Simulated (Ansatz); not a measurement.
`[F][GeH2]/[N]=C/[SiH3]`. Charge 0, multiplicity 1. Correlated methods include outer-core shells of Ge, which these sets cover unevenly. Scalar relativity is left out up to krypton.

```xyz
11

F     2.1078   -0.2137   -1.9608
Ge    1.8320   -1.2280   -0.5631
N     0.3348   -0.6158    0.3260
C    -0.3155    0.3882   -0.0962
Si   -1.8494    0.9877    0.8442
H     1.5794   -2.6436   -1.0896
H     3.0636   -1.0831    0.3355
H    -0.0192    0.9379   -1.0069
H    -1.6384    2.4021    1.2550
H    -2.0738    0.1249    2.0270
H    -3.0214    0.9435   -0.0712
```

Q: Give the diagnostics of a CCSD(T)/def2-TZVPP run (frozen core, the Gaussian-basis code of Ansatz). (An estimate is asked.)

A: The calculation gave: T1 = 0.0132, largest single amplitude 0.017, largest double 0.064, (T) share of the correlation energy 3.7 %, 9 CCSD cycles. The RHF solution is stable towards an unrestricted one. T1 lies under the customary mark of 0.02 for closed shells.
